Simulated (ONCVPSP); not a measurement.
How hard is this Ne ONCV potential?

| Item | Value |
| --- | --- |
| Element | Ne |
| Generator | ONCVPSP 4.0.1 |
| Type | optimised norm-conserving Vanderbilt (ONCV) |
| Functional | LDA (Perdew-Zunger) |
| Relativity | scalar-relativistic |
| Frozen core | [He] |
| Valence charge | 8 |
| Reference configuration | 2s2 2p5.5 (charge +0.5) |
| Partial waves | 2s: rc 0.75 bohr, ncon 4, nbas 8, qcut 6.9 1/bohr, 3 projectors, debl 2.9 Ha; 2p: rc 1.55 bohr, ncon 3, nbas 7, qcut 9.3 1/bohr, 2 projectors, debl 3.3 Ha; d scattering state at 0.33 Ha: rc 1.60 bohr, ncon 4, nbas 7, qcut 5.3 1/bohr, 2 projectors, debl 2.1 Ha |
| Local potential | polynomial inside 0.70 bohr (lpopt 2, dvloc0 2 Ha) |
| Core correction | Teter function fitted to the true core (icmod 2), fcfact 0.45 |

For each optimised wave give the share of its norm inside rc, the residual kinetic energy above qcut (Ha) and the cutoffs (Ha) for errors of 10, 1, 0.1 and 0.01 mHa per electron.

| wave | norm inside rc | residual KE | 10 mHa | 1 mHa | 0.1 mHa | 0.01 mHa |
| --- | --- | --- | --- | --- | --- | --- |
| 2s | 0.426 | 2.8e-02 | 62.0 | 274.0 | 324.5 | 444.3 |
| s projector 2 | 0.036 | 4.5e-03 | 8.9 | 39.3 | 230.7 | 414.1 |
| s projector 3 | 0.046 | 1.3e-02 | 25.9 | 50.2 | 322.9 | 519.9 |
| 2p | 0.884 | 8.0e-07 | 25.1 | 30.8 | 35.5 | 39.1 |
| p projector 2 | 0.174 | 7.3e-06 | 26.7 | 33.3 | 38.2 | 43.5 |
| d projector 1 | 0.031 | 7.1e-05 | 2.5 | 7.4 | 13.2 | 46.3 |
| d projector 2 | 0.275 | 7.5e-03 | 13.2 | 19.1 | 38.8 | 67.6 |

The occupied waves need 274 Ha and 325 Ha for 1 and 0.1 mHa. Its largest configuration-test error is +5333 meV.
